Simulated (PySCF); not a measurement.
Input file for PySCF: D3(BJ) and D4 dispersion corrections on H4O4Si (SMILES O[Si](O)(O)O).

```python
from pyscf import gto
from pyscf.dispersion import dftd3, dftd4

mol = gto.M(
    atom='''
    Si    0.00000036   -0.00000511   -0.00000197
    O     0.87219068    1.06672191    0.88097853
    H     1.63890883    0.72674749    1.34898174
    O     1.07390043   -1.04084613   -0.66191744
    H     0.73423786   -1.88350189   -0.97339679
    O    -0.87799388    0.88359561   -1.05978190
    H    -0.46037380    1.66373297   -1.43319488
    O    -1.06806582   -0.90947782    0.84073970
    H    -1.91270466   -0.50696702    1.05759301
    ''',
    basis='def2-svp',
    charge=0, spin=0, verbose=0, max_memory=1800)
d3, d4 = {}, {}
for xc in ['hf', 'pbe', 'blyp', 'revpbe', 'tpss', 'r2scan', 'b3lyp', 'pbe0', 'bhlyp', 'camb3lyp', 'b2plyp']:
    d3[xc] = float(dftd3.DFTD3Dispersion(mol, xc=xc, version='d3bj', atm=False).get_dispersion()['energy'])
    print(f'D3(BJ) {xc:10s} {d3[xc]:14.8f} Eh')
for xc in ['hf', 'pbe', 'blyp', 'revpbe', 'tpss', 'r2scan', 'b3lyp', 'pbe0', 'bhlyp', 'camb3lyp', 'b2plyp']:
    d4[xc] = float(dftd4.DFTD4Dispersion(mol, xc={'camb3lyp': 'cam-b3lyp'}.get(xc, xc), atm=True).get_dispersion()['energy'])
    print(f'D4     {xc:10s} {d4[xc]:14.8f} Eh')
```

Program output:

```
D3(BJ) hf            -0.04783899 Eh
D3(BJ) pbe           -0.00572326 Eh
D3(BJ) blyp          -0.01231617 Eh
D3(BJ) revpbe        -0.01442564 Eh
D3(BJ) tpss          -0.00720970 Eh
D3(BJ) r2scan        -0.00155824 Eh
D3(BJ) b3lyp         -0.01008797 Eh
D3(BJ) pbe0          -0.00494348 Eh
D3(BJ) bhlyp         -0.00801167 Eh
D3(BJ) camb3lyp      -0.00444899 Eh
D3(BJ) b2plyp        -0.00471318 Eh
D4     hf            -0.02406449 Eh
D4     pbe           -0.00648240 Eh
D4     blyp          -0.01458907 Eh
D4     revpbe        -0.02090930 Eh
D4     tpss          -0.00877830 Eh
D4     r2scan        -0.00152929 Eh
D4     b3lyp         -0.01048445 Eh
D4     pbe0          -0.00539609 Eh
D4     bhlyp         -0.00764280 Eh
D4     camb3lyp      -0.00540694 Eh
D4     b2plyp        -0.00449235 Eh
```

The run finished.

Cost: very roughly 0.020 core-seconds.
